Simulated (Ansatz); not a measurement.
The cluster Be2O2, relaxed as a singlet with RKS B3LYP-D4/def2-TZVP in Ansatz, starting from the GFN2-xTB geometry. Force threshold 0.02 eV/Å.

The structure comes from a short search, and lower isomers may exist.

Start:

```xyz
4

Be   -0.1456   -0.7562   -0.4814
Be    0.1454    0.7552    0.4821
O    -0.8765    0.5531   -0.6046
O     0.8767   -0.5520    0.6039
```

```tsv
step	energy (eV)	largest force component (eV/Å)	SCF passes
1	-4901.6029	1.651	28
2	-4901.6587	0.694	31
3	-4901.6601	0.276	31
4	-4901.6731	0.005	30
```

Force components are those of the run's own axes.

End:

```xyz
4

Be   -0.139   -0.722   -0.460
Be    0.138    0.722    0.460
O    -0.878    0.554   -0.605
O     0.878   -0.554    0.605
```

By distances, no bond broke or formed. The bond that changes most is Be2–O3, from 1.51 to 1.48 Å (atoms count from 1).

No frequencies were taken in this run, so the end may be a saddle point.

Run time 2.9 s (4 threads of Arm Neoverse V1 on a shared host).
